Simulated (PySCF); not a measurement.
## A small calculation by hand: oscillator strength and radiative lifetime

Ge(F)2(Br)(NH2) (BrF2GeH2N), SMILES [NH2][Ge]([F])([F])[Br].

Geometry: B3LYP-D3(BJ)/def2-SVP. This is a generated structure with no PubChem entry under its InChIKey; it may be hypothetical. One conformer was computed; it need not be the lowest.

TDA-PBE/def2-SVPD (PySCF) puts the first singlet state with f over 0.02 at 5.09 eV (vertical), with the transition dipole (-0.330, 0.610, 0.000) in atomic units.

### Question
Find the oscillator strength, the wavelength and the radiative lifetime that this transition would have in vacuum if emission retraced absorption.

### Answer

|μ|² = 0.4810 au, so |μ| = 1.76 D. ΔE = 5.09/27.211 = 0.1871 hartree. f = (2/3) ΔE |μ|² = 0.060 (the program prints 0.060).
λ = 1239.84/5.09 = 244 nm; ν = 41054 cm⁻¹.
Einstein's coefficient A = 0.6670 ν² f s⁻¹ (ν in cm⁻¹) = 6.7e7 s⁻¹, so τ = 1/A = 15 ns. This state is S1. The figure is the radiative limit of this one transition; relaxation, internal conversion, crossing to triplets and a medium change what is measured.
